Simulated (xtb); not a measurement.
GaBr₃, SMILES [Br][Ga]([Br])[Br]. All values are semi-empirical tight-binding results from xtb (GFN2-xTB unless named), good for trends rather than for accurate numbers. Geometry: GFN2-xTB. The isomer is the one that the SMILES or the coordinates give; other isomers of the formula were not compared.

Optimised geometry:

Bond lengths (Å): Ga1–Br2 2.294, Ga1–Br3 2.294, Ga1–Br4 2.294. Bond angles (°): Br2–Ga1–Br3 120.0, Br2–Ga1–Br4 120.0, Br3–Ga1–Br4 120.0.

For metal compounds this method's bond lengths and energies can be far off.

```yaml
point_group_as_xtb_finds_it: D3h
orbital_gap: 3.54 eV
zero_point_energy: 1.5 kcal/mol
G − E(el) at 298.15 K (modified RRHO): -19.9 kcal/mol
```

Computed atomic charges and the Wiberg bond orders between heavy atoms:
charges (e) Ga1 0.07, Br2 -0.02, Br3 -0.02, Br4 -0.02. Bond orders Ga1–Br2 1.24, Ga1–Br3 1.24, Ga1–Br4 1.24.
